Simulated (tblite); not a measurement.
Compound: C₂H₈N₂Si₂.
Numbering: `[CH2:1]=[N:2][Si@H:3]1[CH2:4][SiH2:5][NH:6]1` (hydrogens: H7, H8 on C1; H9 on Si3; H10, H11 on C4; H12, H13 on Si5; H14 on N6)

Computed geometry: GFN2-xTB, gas phase.

(1) Give the optimised bond lengths and angles.

Answers

(1) 
| bond | length (pm) | order |
| --- | --- | --- |
| C1=N2 | 124.7 | double |
| N2–Si3 | 172.6 | single |
| Si3–C4 | 190.6 | single |
| C4–Si5 | 190.9 | single |
| Si5–N6 | 173.8 | single |
| Si3–N6 | 173.9 | single |
| C1–H7 | 108.8 | single |
| C1–H8 | 109.5 | single |
| Si3–H9 | 146.7 | single |
| C4–H10 | 108.5 | single |
| C4–H11 | 108.5 | single |
| Si5–H12 | 146.3 | single |
| Si5–H13 | 146.4 | single |
| N6–H14 | 100.5 | single |

Orders are formal, as drawn. A selection of angles:
| angle | degrees |
| --- | --- |
| N2–C1–H7 | 119.3 |
| N2–C1–H8 | 124.9 |
| H7–C1–H8 | 115.8 |
| C1–N2–Si3 | 132.0 |
| N2–Si3–C4 | 110.3 |
| N2–Si3–N6 | 109.9 |
| N2–Si3–H9 | 117.2 |
| C4–Si3–N6 | 85.2 |
| C4–Si3–H9 | 117.7 |
| N6–Si3–H9 | 112.0 |
| Si3–C4–Si5 | 89.0 |
| Si3–C4–H10 | 114.3 |
| Si3–C4–H11 | 115.2 |
| Si5–C4–H10 | 115.2 |
| Si5–C4–H11 | 115.1 |
| H10–C4–H11 | 107.4 |
| C4–Si5–N6 | 85.1 |
| C4–Si5–H12 | 116.5 |
| C4–Si5–H13 | 115.9 |
| N6–Si5–H12 | 114.1 |
| N6–Si5–H13 | 112.0 |
| H12–Si5–H13 | 111.0 |
| Si5–N6–H14 | 129.5 |
| Si3–N6–Si5 | 100.6 |
| Si3–N6–H14 | 129.7 |

Torsions: C1–N2–Si3–C4 132° (anticlinal); N2–Si3–C4–Si5 109° (anticlinal); Si3–C4–Si5–N6 1° (synperiplanar); C4–Si5–N6–Si3 -1° (synperiplanar); N2–Si3–N6–Si5 -109° (anticlinal).

Si5 (SiH2 silicon) has angles from 85.1° to 116.5°. Si3 (SiH silicon) has angles from 85.2° to 117.7°. The 4-membered ring Si3–C4–Si5–N6 has internal angles of 85.1° to 100.6° (sum 360°, against 360° for a flat polygon); it is planar, 0.01 Å rms from its mean plane, widest ring torsion 1°. N6 (nitrogen bridging silicon atoms) is planar (angles 129.7°, 129.5° and 100.6°, sum 359.8°, 0.04 Å off the plane of its three neighbours).

Point group: C1 (no symmetry element, even within 0.4 Å). Its GFN2-xTB frequencies are all real (lowest 64 cm⁻¹). One conformer, not necessarily the lowest.

The run took 1.1 s on one thread, Arm Neoverse N1 (aarch64), on a shared host. That covers the optimisation of the geometry.
